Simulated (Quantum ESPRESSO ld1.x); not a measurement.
Task: The table gives one normalised radial function P(r) = r R(r) of Be in [He] 2s0.5 2p1.5 (r in bohr). Calculated with ld1.x of Quantum ESPRESSO 7.5: scalar-relativistic Kohn-Sham, revPBE, spin-unpolarised, spherical densities, point nucleus.

r	P
0.01403	0.0003
0.01557	0.0004
0.01742	0.0005
0.01933	0.0006
0.02162	0.0007
0.02399	0.0009
0.02683	0.0011
0.02977	0.0014
0.0333	0.0017
0.03695	0.0021
0.04132	0.0025
0.04585	0.0031
0.05129	0.0038
0.05691	0.0047
0.06365	0.0058
0.07063	0.0070
0.079	0.0086
0.08766	0.0105
0.09805	0.0128
0.1088	0.0155
0.1217	0.0189
0.135	0.0227
0.151	0.0276
0.1676	0.0330
0.1874	0.0398
0.208	0.0473
0.2326	0.0568
0.2581	0.0670
0.2887	0.0797
0.3204	0.0932
0.3583	0.1099
0.3976	0.1273
0.4447	0.1485
0.4935	0.1703
0.552	0.1961
0.6124	0.2222
0.685	0.2524
0.7601	0.2822
0.8502	0.3157
0.9434	0.3476
1.055	0.3822
1.171	0.4141
1.31	0.4482
1.453	0.4782
1.625	0.5067
1.803	0.5277
2.017	0.5425
2.238	0.5475
2.504	0.5422
2.778	0.5268
3.107	0.4988
3.448	0.4630
3.856	0.4158
4.279	0.3664
4.786	0.3104
5.311	0.2588
5.94	0.2063
6.591	0.1620
7.372	0.1202
8.18	0.0875
9.15	0.0590
10.15	0.0387
11.36	0.0231

Which n and l does it have? It may be an empty orbital.

Result: n = 2, l = 1: the number of nodes gives n - l - 1 = 0, the rise at small r (about r^(l+1)) gives l, and the extent must fit the shell. The curve is that of 2p. 2p: eigenvalue -2.735 eV, 0 radial nodes, <r> = 3.06 bohr, 90 % of the charge inside 5.16 bohr.
